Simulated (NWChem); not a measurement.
SiNH$_{4}$ anion

```xyz
6

N     -0.0669     1.2136     0.0000
Si    -0.0141    -0.4603     0.0000
H      0.8374     1.6874     0.0000
H      0.6380    -1.2264    -1.1706
H     -1.4162    -1.0392     0.0000
H      0.6380    -1.2264     1.1706
```
Atoms are numbered in this order, from 1.

Results from NWChem. The geometry was optimised at B3LYP/def2-SVPD. The gas-phase anion has a positive highest level at the geometry level, so the gas reference is doubtful. Level: PBE/aug-cc-pVDZ with SMD (1 M gas to 1 M solution), gas-phase geometry. Reactions with the solvent are ignored.

### Question
What does the run give for solvent chloroform? Quantities: solvation free energy (kcal/mol); cavity-dispersion-structure term (kcal/mol).

### Answer
- solvation free energy (kcal/mol) = -49.7
- cavity-dispersion-structure term (kcal/mol) = 0.8
